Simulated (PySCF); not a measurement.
PySCF 2.14 output of an unrestricted B3LYP calculation on a single atom or ion in dyall-av2z (16s12p7d2f, 101 functions), with no relativity, point nucleus:

```
SCF conv_tol = 1e-09
number electrons alpha = 11  beta = 10
    P. J. Stephens, F. J. Devlin, C. F. Chabalowski, and M. J. Frisch.,  J. Phys. Chem. 98, 11623 (1994)
cycle= 1 E= -848.983599961184  delta_E= -0.0126  |g|= 0.024  |ddm|= 0.349
cycle= 2 E= -848.983684287478  delta_E= -8.43e-05  |g|= 0.0142  |ddm|= 0.0364
cycle= 3 E= -848.983701837179  delta_E= -1.75e-05  |g|= 0.00112  |ddm|= 0.0193
cycle= 4 E= -848.983701666795  delta_E= 1.7e-07  |g|= 0.000303  |ddm|= 0.00426
cycle= 5 E= -848.983701445124  delta_E= 2.22e-07  |g|= 0.00017  |ddm|= 0.00277
cycle= 6 E= -848.983701340059  delta_E= 1.05e-07  |g|= 7.23e-06  |ddm|= 0.000975
cycle= 7 E= -848.983701340102  delta_E= -4.29e-11  |g|= 1.18e-06  |ddm|= 2.55e-05
converged SCF energy = -848.983701340102  <S^2> = 0.75076175  2S+1 = 2.0007616
```

The run itself started from symmetry-adapted Hartree-Fock orbitals and held the occupation by maximum overlap, on a logarithmic radial grid, so the iterations belong to that start.

Which element, charge and spin multiplicity is this?

Ti⁺ (titanium, charge +1), multiplicity 2; the state was [Ar] 3d1 4s2, 2D determinant (an excited configuration).
